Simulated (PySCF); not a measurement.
# Working out the ionisation energy of Mo

Mo [Kr] 4d5 5s1 (7S) → Mo⁺ [Kr] 4d5 (6S). Calculation: PySCF 2.14, in def2-QZVPPD with the def2 core potential (28 electrons); a scalar-relativistic core potential. Frozen: nothing. Energies in hartree (1 hartree = 27.21139 eV):

```
            part  Mo (lower)  Mo⁺ (upper)
             UHF  -67.567716   -67.336925
CCSD correlation   -0.401577    -0.373701
             (T)   -0.012966    -0.010285
```

Task: What does Hartree-Fock give?

Result: (-67.336925) − (-67.567716) = 0.230791 hartree = 6.280 eV.

Task: What do CCSD and CCSD(T) give?

Result: The CCSD correlation energies differ by 0.027876 hartree = 0.759 eV and the triples by 0.002681 hartree = 0.073 eV, so CCSD gives 7.039 eV and CCSD(T) 7.112 eV.

Measured between the centres of the two terms (NIST): 7.092 eV, so CCSD(T) (valence and next inner shell) is off by 0.020 eV.

What remains against the reference includes basis incompleteness and higher excitations.
